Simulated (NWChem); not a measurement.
System: BaF cation; SMILES [F][Ba+]

Here is an NWChem input.

```
start job
memory heap 200 mb stack 900 mb global 1100 mb
charge 1
geometry units angstroms noautoz
  Ba     0.000000     0.000000    -0.228665
  F      0.000000     0.000000     1.928166
end
basis spherical
  Ba library def2-tzvp
  F library def2-tzvp
end
ecp
  Ba library def2-ecp
end
dft
  xc becke88 perdew86
  iterations 150
  mulliken
end
task dft energy
```

The geometry was optimised at PBE0/def2-SVP. def2 effective core potentials on Ba; no spin-orbit coupling.

Task: Predict the main results of this run. (BP86/def2-TZVP with def2 effective core potentials on Ba.) Quantities: energy (Ha); highest occupied level (eV); orbital gap (eV).

Result: 
```yaml
energy (Ha): -125.32
highest occupied level (eV): -12.40
orbital gap (eV): 5.84
```
